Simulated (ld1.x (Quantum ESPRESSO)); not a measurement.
# Transferability test, TM semilocal potential for neodymium

neodymium, norm-conserving Troullier–Martins (semilocal form), made with ld1.x (Quantum ESPRESSO) 7.5 (LDA (PZ), scalar-relativistic). Core [Kr] 4d10 4f3, reference 5s2 5p6 5d1 6s0 6p0 (charge +2). Waves: 5s (bound): rc 2.50 bohr; 5p (bound): rc 2.15 bohr; 5d (bound): rc 3.55 bohr. Local part: the d channel. Core correction: Bessel-smoothed model core inside 1.85 bohr.

Energies are relative to the spin-unpolarised reference configuration 5s2 5p6 5d1 6s0 6p0; without spin polarisation the order of configurations can differ from experiment. Not all tests gave a result: 2 of 9 tests not solved or not reliable. Left out of the table: 5s2 5p6 5d1 6s2 6p0 (solver errors, printed error -28.5 eV); 5s2 5p6 5d1 6s0 6p2 (solver errors, printed error -893 eV).

Give the all-electron excitation energy and the error of the potential for: 5s2 5p6 5d1 6s1 6p0; 5s2 5p6 5d0 6s0 6p0; 5s2 5p6 5d0 6s2 6p0; 5s1 5p6 5d1 6s2 6p0; 5s2 5p6 5d1 6s1.5 6p0.

| valence configuration | charge | ΔE all-electron (eV) | error AE − PS (meV) |
| --- | --- | --- | --- |
| 5s2 5p6 5d1 6s1 6p0 | +1 | -11.703 | +1857 |
| 5s2 5p6 5d0 6s0 6p0 | +3 | 19.676 | -21 |
| 5s2 5p6 5d0 6s2 6p0 | +1 | -11.656 | +4036 |
| 5s1 5p6 5d1 6s2 6p0 | +1 | 30.991 | +5078 |
| 5s2 5p6 5d1 6s1.5 6p0 | +0.5 | -15.566 | +2398 |

Levels in the configuration 5s1 5p6 5d1 6s2 6p0:

| level | all-electron (eV) | pseudo (eV) |
| --- | --- | --- |
| 5s | -54.844 | -52.376 |
| 5p | -35.187 | -32.906 |
| 5d | -11.482 | -9.831 |
| 6s | -10.351 | -11.771 |

These tests converged, but a pseudo level misses the all-electron one widely, so the file describes the atom poorly there or has found another state: 5s2 5p6 5d0 6s0 6p0: empty 6s by 3.7 eV; 5s1 5p6 5d1 6s2 6p0: empty 6p by 4.6 eV.
